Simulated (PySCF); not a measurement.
C7H4FNO.
SMILES with atom numbers: `[O:1]=[C:2]=[N:3][c:4]1[cH:5][cH:6][cH:7][c:8]([F:9])[cH:10]1` (hydrogens: H11 on C5; H12 on C6; H13 on C7; H14 on C10)

Computed by this run: PySCF, PBE0-D3(BJ)/def2-SVP geometry optimisation, gas phase; density fitting, grid level 1; the optimiser is geomeTRIC in internal coordinates, started from a GFN2-xTB structure with every atom displaced at random (about 0.01 Å).

Step 0: E = -13553.0145 eV
```
atom  x, y, z in Å  |  force x, y, z in eV/Å
O1      4.3058   -0.5411   -0.1381   -1.445   0.311   0.011
C2      3.1273   -0.5613   -0.0566    1.490  -0.703   0.081
N3      1.9553   -0.8040    0.0808    2.678  -0.350  -0.047
C4      0.7230   -0.3252    0.0398   -3.388  -0.062   0.173
C5      0.4018    0.9844   -0.3184    0.161   0.025   0.144
C6     -0.9116    1.4287   -0.3431    0.407  -0.578   0.095
C7     -1.9364    0.5603   -0.0285   -1.567   0.738  -0.190
C8     -1.6235   -0.7363    0.3115   -1.527  -1.151   0.630
F9     -2.6413   -1.5847    0.6416    0.894   0.727  -0.353
C10    -0.3422   -1.2104    0.3700    0.965   0.934  -0.429
H11     1.2044    1.6604   -0.5419    0.536   0.492  -0.229
H12    -1.1190    2.4461   -0.6064   -0.181   0.720  -0.199
H13    -3.0026    0.8947   -0.0598    0.817  -0.366   0.092
H14    -0.1459   -2.2262    0.6402    0.160  -0.737   0.222
```

Step 1: E = -13553.2082 eV
```
atom  x, y, z in Å  |  force x, y, z in eV/Å
O1      4.2513   -0.2725   -0.2062    0.370  -0.081  -0.004
C2      3.1273   -0.5387   -0.0635   -0.262   0.203  -0.041
N3      1.9862   -0.8800    0.0981   -0.260  -0.211   0.114
C4      0.6871   -0.3954    0.0610    0.061  -0.074  -0.060
C5      0.4389    0.9330   -0.3052   -0.047   0.053   0.130
C6     -0.8667    1.4065   -0.3398    0.045   0.041  -0.035
C7     -1.9390    0.5756   -0.0308   -0.206   0.096  -0.080
C8     -1.6701   -0.7408    0.3191   -0.224  -0.098   0.177
F9     -2.6873   -1.5465    0.6299    0.129   0.059  -0.073
C10    -0.3802   -1.2450    0.3813    0.218   0.050  -0.111
H11     1.2766    1.5917   -0.5304    0.052   0.055  -0.073
H12    -1.0493    2.4465   -0.6128   -0.032   0.050  -0.024
H13    -2.9732    0.9344   -0.0685    0.139  -0.096   0.048
H14    -0.2066   -2.2830    0.6590    0.019  -0.046   0.032
```

Step 2: E = -13553.2133 eV
```
atom  x, y, z in Å  |  force x, y, z in eV/Å
O1      4.2858   -0.4063   -0.1651   -0.012  -0.070   0.020
C2      3.1396   -0.5900   -0.0464    0.076   0.121  -0.049
N3      1.9807   -0.8797    0.0989   -0.060   0.238  -0.050
C4      0.7002   -0.3543    0.0450   -0.251  -0.150   0.066
C5      0.4193    0.9744   -0.3099    0.276   0.021  -0.008
C6     -0.8973    1.4238   -0.3430    0.032  -0.055   0.023
C7     -1.9553    0.5740   -0.0256   -0.007  -0.010  -0.007
C8     -1.6590   -0.7371    0.3258    0.025  -0.056  -0.012
F9     -2.6466   -1.5765    0.6304    0.004   0.071  -0.008
C10    -0.3561   -1.2117    0.3650   -0.063  -0.123   0.029
H11     1.2413    1.6502   -0.5537    0.000   0.015  -0.021
H12    -1.1031    2.4598   -0.6213    0.008  -0.005   0.000
H13    -2.9929    0.9071   -0.0499   -0.029   0.009   0.008
H14    -0.1617   -2.2480    0.6411    0.002  -0.007   0.006
```

Step 3: E = -13553.2201 eV
```
atom  x, y, z in Å  |  force x, y, z in eV/Å
O1      4.2797   -0.3818   -0.1700   -0.088  -0.002   0.007
C2      3.1316   -0.5603   -0.0527    0.018  -0.061   0.003
N3      1.9758   -0.8644    0.0963    0.115   0.067  -0.021
C4      0.6864   -0.3656    0.0487    0.122   0.012   0.011
C5      0.4321    0.9684   -0.3066   -0.139  -0.092   0.006
C6     -0.8847    1.4175   -0.3415    0.004   0.068  -0.005
C7     -1.9485    0.5727   -0.0252    0.105  -0.019   0.011
C8     -1.6640   -0.7411    0.3280    0.016  -0.009  -0.058
F9     -2.6629   -1.5662    0.6272   -0.024   0.006   0.022
C10    -0.3656   -1.2290    0.3678   -0.029   0.020   0.015
H11     1.2599    1.6367   -0.5564   -0.034  -0.041   0.018
H12    -1.0883    2.4537   -0.6225   -0.006  -0.011   0.008
H13    -2.9831    0.9109   -0.0473   -0.066   0.033  -0.006
H14    -0.1732   -2.2660    0.6453    0.007   0.029  -0.011
```

**Question.** Estimate the geometry and energy of step 4. (The exact step hangs on the optimiser's Hessian estimate; all steps are aligned on step 3, rigid shifts and turns removed.)

**Answer.** E = -13553.2209 eV, largest force 0.126 eV/Å
```
atom  x, y, z in Å  |  force x, y, z in eV/Å
O1      4.2819   -0.3748   -0.1751    0.004   0.005  -0.001
C2      3.1356   -0.5571   -0.0546   -0.028  -0.043   0.005
N3      1.9813   -0.8624    0.0974   -0.003   0.052  -0.003
C4      0.6885   -0.3706    0.0521    0.023  -0.018  -0.008
C5      0.4247    0.9596   -0.3050    0.053   0.089  -0.024
C6     -0.8863    1.4225   -0.3419    0.010  -0.122   0.029
C7     -1.9461    0.5734   -0.0276   -0.030   0.049  -0.012
C8     -1.6619   -0.7415    0.3229   -0.033   0.021   0.011
F9     -2.6680   -1.5568    0.6263    0.010  -0.039   0.004
C10    -0.3648   -1.2336    0.3701   -0.027   0.033  -0.010
H11     1.2538    1.6250   -0.5522    0.016   0.001  -0.001
H12    -1.0867    2.4596   -0.6204    0.006  -0.013   0.004
H13    -2.9830    0.9120   -0.0497    0.002  -0.016   0.006
H14    -0.1740   -2.2697    0.6491   -0.002   0.001   0.000
```

The energy changes by -0.0008 eV. The first-order estimate −F·Δx gives -0.0040 eV and the mean of the old and new forces, exact on a quadratic surface, -0.0006 eV. The step makes an angle of 64° with the force vector and moves no atom by more than 0.014 Å.

The cost below is that of the whole optimisation. Hardware: Arm Neoverse V1, one thread, no GPU, on a shared host. Cost: 2.1 min of wall time, 0.64 GiB resident at most.
